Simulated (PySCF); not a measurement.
The geometry has D3h symmetry (within 0.05 Å) and had no frequency check at the DFT level, so a distortion to lower symmetry isn't ruled out.

Delta-SCF ions had no search for a lower state. 

aluminium nitride flake of 1 rings (benzene shape) `[NH]1[AlH][NH][AlH][NH][AlH]1` (charge 0, multiplicity 1)

Level of theory: CAM-B3LYP-D3(BJ)/def2-SVP // B3LYP-D3(BJ)/def2-SVP in PySCF.

| Property | Value |
|---|---|
| HOMO | -8.48 eV |
| dipole moment | 0.000 e·Å |
| LUMO | 1.01 eV |
| HOMO–LUMO gap | 9.49 eV |
| vertical ionisation energy (Delta-SCF) | 9.17 eV |
| total energy | -894.9648 Ha |
| cost | roughly 9 core-minutes |

Bonds (Å): N1–Al2 1.797, N1–Al6 1.797, N1–H7 1.019, Al2–N3 1.797, Al2–H8 1.581, N3–Al4 1.797, N3–H9 1.019, Al4–N5 1.797, Al4–H10 1.581, N5–Al6 1.797, N5–H11 1.019, Al6–H12 1.581. Angles (°): Al2–N1–Al6 125.3, Al2–N1–H7 117.3, Al6–N1–H7 117.3, N1–Al2–N3 114.7, N1–Al2–H8 122.7, N3–Al2–H8 122.7, Al2–N3–Al4 125.3, Al2–N3–H9 117.3, Al4–N3–H9 117.3, N3–Al4–N5 114.7, N3–Al4–H10 122.7, N5–Al4–H10 122.7, Al4–N5–Al6 125.3, Al4–N5–H11 117.3, Al6–N5–H11 117.3, N1–Al6–N5 114.7, N1–Al6–H12 122.7, N5–Al6–H12 122.7.
